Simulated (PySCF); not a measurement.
## Potential energy of BeH along the bond

Set-up: basis Be 6-31G(d,p), H 6-31G(d,p); no relativity; PySCF 2.14. Energies in eV from Be + H in their ground configurations at the same level. State: ²Σ⁺ (doublet), unpaired electrons σ ↑.

All columns are PBE. A positive dipole means Be(−)H(+).

```csv
R (Å),E (eV),μ (D),Mulliken charge on Be (basis-dependent),HOMO (eV),LUMO (eV),Mayer bond order,⟨S²⟩
1.166,-2.076,0.04,0.00,-4.35,-1.80,0.99,0.75
1.220,-2.256,-0.03,0.02,-4.39,-1.82,0.99,0.75
1.275,-2.364,-0.11,0.04,-4.43,-1.91,0.99,0.75
1.315,-2.407,-0.17,0.05,-4.46,-1.98,0.99,0.75
1.356,-2.423,-0.23,0.06,-4.49,-2.05,0.98,0.75
1.397,-2.417,-0.30,0.07,-4.53,-2.11,0.98,0.75
1.451,-2.378,-0.39,0.08,-4.57,-2.21,0.98,0.75
1.519,-2.294,-0.50,0.09,-4.63,-2.32,0.97,0.75
1.600,-2.154,-0.63,0.10,-4.70,-2.46,0.96,0.75
1.709,-1.927,-0.81,0.11,-4.79,-2.65,0.94,0.75
```

A fit through these points gives, at Re = 1.363 Å, μ = -0.24 D and dμ/dR = -1.58 D/Å; the reduced mass is 0.9065 u.

Task: How strong is the fundamental in the double-harmonic approximation, I = 42.26·(dμ/dR)²/μred km/mol?

Result: I = 42.26·(-1.58)²/0.9065 = 116 km/mol at PBE.

The state is the lowest determinant that a PBE0 search found; another state may lie lower at other levels.
